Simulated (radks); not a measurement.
Numerical settings for the indium ion In3+, [Kr] 4d10. All-electron calculation, scalar-relativistic Kohn-Sham, PBE, spin-polarised, spherical densities, point nucleus. Program: a radial shooting solver on a logarithmic mesh with Libxc functionals. The defaults (mesh step 0.008 in ln r, mesh end at 40 bohr or more with all orbitals vanishing there, Anderson mixing 0.5 over 9 steps, residual threshold near 1e-9 with the energy settled to 1e-9 hartree or 1e-11 of itself, here a cap of 91 iterations) give E = -5879.6913 hartree and 4d at -47.887 eV in 14 iterations. Run on one thread of a shared host, so times are rough (Arm Neoverse N1): 0.27 s of CPU time, 0.27 s wall, 14 iterations on 2476 mesh points. Changes against that run (0 stands for a change within the tolerance of the run):

setting,iterations,converged,E (mhartree),e(4d) (meV),CPU (s)
mesh step in ln r 0.2,3,no,diverged,-,0.02
mesh step in ln r 0.02,14,yes,+0.000234,0,0.12
mesh step in ln r 0.012,14,yes,0,0,0.19
mesh end (bohr) 1,13,level above zero,+1.37e+05,+3.65e+05,0.18
mesh end (bohr) 20,14,yes,0,0,0.27
residual threshold 1e-05,10,yes,0,-0.0998,0.22
residual threshold 0.1,10,yes,0,-0.0998,0.22
mixing 0.05,19,yes,0,0,0.34
"linear mixing, mixing 0.05",91,no,+0.223,-185,1.5
"linear mixing, mixing 0.2",88,yes,0,0,1.2
mixing history 20,20,yes,0,0,0.35
iteration cap 2,2,no,+2.27e+03,-3.73e+04,0.05

Settled on a wrong energy, with an occupied level pushed above zero by the early mesh end: mesh end (bohr) 1 (+137 hartree). Apart from these: no run marked as converged misses the energy by more than 1 mhartree. A mesh that ends early acts as a hard wall.
